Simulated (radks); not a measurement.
Problem. All-electron atom: Dy XLI in [Ar] 3d8 (the NIST ground configuration). Method: scalar-relativistic Kohn-Sham, PBE, spin-polarised, spherical densities, finite nucleus; open shells are filled with parallel spins first (spin-orbit coupling, left out, can overturn this in heavy ions); Fermi nuclear charge, rms radius 5.2218 fm; computed with a radial shooting solver on a logarithmic mesh with Libxc functionals. Some entries of the table are withheld. Estimate them.

| orbital | occ. | eigenvalue (hartree) | <r^2> (bohr^2) |
|---|---|---|---|
| 1s up | 1 | -2043.474 | 0.0006093 |
| 1s down | 1 | -2043.471 | 0.0006093 |
| 2s up | 1 | -398.6233 | 0.009455 |
| 2s down | 1 | -398.3490 | 0.009448 |
| 2p up | 3 | -361.9178 | (1) |
| 2p down | 3 | -361.7044 | (2) |
| 3s up | 1 | -137.7808 | 0.05898 |
| 3s down | 1 | -137.4791 | 0.05908 |
| 3p up | 3 | -126.4935 | 0.05827 |
| 3p down | 3 | -126.1862 | 0.05840 |
| 3d up | 5 | -112.8863 | 0.04723 |
| 3d down | 3 | -112.5049 | 0.04738 |

Solution. 
(1) 2p up <r^2> (bohr^2): 0.007641
(2) 2p down <r^2> (bohr^2): 0.007633
